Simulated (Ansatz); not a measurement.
Ansatz (a program for electronic structure) input:

Ansatz 0.2 input:
```yaml
crystal:
  periodic: [false, false, false]
  atoms:
    - {symbol: B, position_ang: [-0.22499688, -0.01005670, -1.34691142]}
    - {symbol: H, position_ang: [-0.33436384, 1.04036341, -1.88677077]}
    - {symbol: H, position_ang: [-0.29447598, -1.06847070, -1.87768832]}
    - {symbol: C, position_ang: [0.01701803, 0.00076066, 0.10187596]}
    - {symbol: O, position_ang: [0.20646451, 0.00922835, 1.23597005]}
basis:
  gaussian:
    orbitals: 6-31G*
magnetization: {spin_polarized: true, initial_magnetization: 1}
correlation: {method: ccsd_t, electrons: outside_noble_gas}
```

Predict the final energy.

-138.93851 Eh (CCSD(T)/6-31G*).

It need not be the lowest isomer of its formula.
